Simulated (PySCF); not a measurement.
## Excitation energy of Ne⁺ by level of theory

Ne⁺ [He] 2s2 2p5 (2P) → Ne⁺ [He] 2s1 2p5 3s1 (4P), as a difference of total energies. Calculation: PySCF 2.14, in aug-cc-pVDZ (4s3p2d, 23 functions); the non-relativistic Hamiltonian (point nucleus). Correlated levels: valence: 1s2 frozen. The calculations carry no spin-orbit coupling.

| method | excitation energy (eV) |
| --- | --- |
| UHF | 52.929 |
| MP2 (valence) | 52.490 |
| SCS-MP2 (valence) | 52.305 |
| CCSD (valence) | 52.418 |
| CCSD(T) (valence) | 52.341 |
| CCSDT (valence) | 52.311 |

Question: How much does correlation contribute at CCSD(T) (valence)?

Answer: 52.341 − (52.929) = -0.588 eV, measured against UHF.

The upper state lies above the first ionisation limit, where it may autoionise and the basis confines it. A Rydberg-like electron needs more diffuse functions than a valence basis has.

The promoted electron is Rydberg-like, and one or two diffuse shells describe it only roughly, which tends to raise the upper state.

The coupled-cluster amplitudes are large for the upper state (T1 above 0.03 or a double amplitude above 0.15), so a single reference is strained.
